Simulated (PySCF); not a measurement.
Working out the ionisation energy of O+

O+ [He] 2s2 2p3 (4S) → O(2+) [He] 2s2 2p2 (3P). Computed with PySCF 2.14 in aug-cc-pV5Z (7s6p5d4f3g2h, 127 functions), with the non-relativistic Hamiltonian (point nucleus). Frozen: 1s2. Energies in hartree (1 hartree = 27.21139 eV):

| part | O+ (lower) | O(2+) (upper) |
| --- | --- | --- |
| UHF | -74.376978 | -73.106336 |
| MP2 opposite-spin | -0.078694 | -0.070489 |
| MP2 same-spin | -0.032174 | -0.014830 |

Question: What does Hartree-Fock give?

Answer: (-73.106336) − (-74.376978) = 1.270642 hartree = 34.576 eV.

Question: What do MP2 and SCS-MP2 (6/5 opposite-spin, 1/3 same-spin) give?

Answer: The opposite-spin parts differ by 0.223 eV and the same-spin parts by 0.472 eV. MP2: 34.576 + (0.223) + (0.472) = 35.271 eV. SCS-MP2: 34.576 + 1.2 × (0.223) + (0.472)/3 = 35.001 eV.

A first-order spin-orbit estimate adds -0.027 eV to MP2 (valence), giving 35.244 eV against 35.121 eV (measured; NIST Atomic Spectra Database, ionization energies).

What remains against the reference includes basis incompleteness, the frozen core and correlation beyond second order.
